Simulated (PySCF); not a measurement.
## Calculated NMR data

Averaged over atoms made equivalent by symmetry, fast rotation or ring inversion, relativity neglected, isolated molecule, one conformer. GFN2-xTB structure; shielding tensors at PBE0/pcSseg-1 (GIAO); PySCF 2.14.0 with density-fitted response routines.

Referencing at the same level of theory: TMS for $^{1}$H (σref 31.72) and $^{13}$C (σref 186.93). Splittings of carbon signals by F and P are missing where no couplings were computed. Where no couplings were computed, multiplicities follow the n + 1 count of equivalent neighbours, and m marks all less simple cases (inequivalent or close neighbours, rings, F or P nearby). Shifts are as computed. Against solution values, carbons near 30 ppm lie about +3 ppm off and those near 130 ppm about +5 ppm. Of 1211 compounds with measured shifts, 218 miss one by over three times the rms of a fit or turn the order of signals round; such compounds aren't used in these exercises.

Compound 1 (C₈H₁₂F₂O). $^{1}$H NMR (500 MHz, computed): δ 2.15 (s, 3H), 1.35 (s, 9H). $^{13}$C{$^{1}$H} NMR (computed): δ 191.9, 167.6, 108.1, 39.8, 28.8, 15.0. Structure: `CC(/C(=C(\C)C(=O)F)F)(C)C`.

Compound 2 (C₅H₅O₂P). $^{1}$H NMR (500 MHz, computed): δ 9.98 (m, 1H), 8.00 (m, 1H), 2.63 (m, 3H). $^{13}$C{$^{1}$H} NMR (computed): δ 201.9, 184.0, 155.6, 154.8, 15.4. Structure: SMILES Cc1coc(C=O)p1.

Compound 3 (C₈H₁₂F₂O). $^{1}$H NMR (500 MHz, computed): δ 5.05 (m, 1H), 3.54 (m, 1H), 3.50 (s, 3H), 2.74 (m, 1H), 2.29 (m, 1H), 2.24 (m, 1H), 2.21 (m, 1H), 1.95 (m, 1H), 1.89 (m, 1H), 1.58 (m, 1H). $^{13}$C{$^{1}$H} NMR (computed): δ 96.7, 91.4, 84.0, 58.5, 39.7, 33.8, 29.7, 29.3. Structure: SMILES [C@@H]1(F)C[C@H]2[C@@H](OC)[C@@](F)(C1)C2.
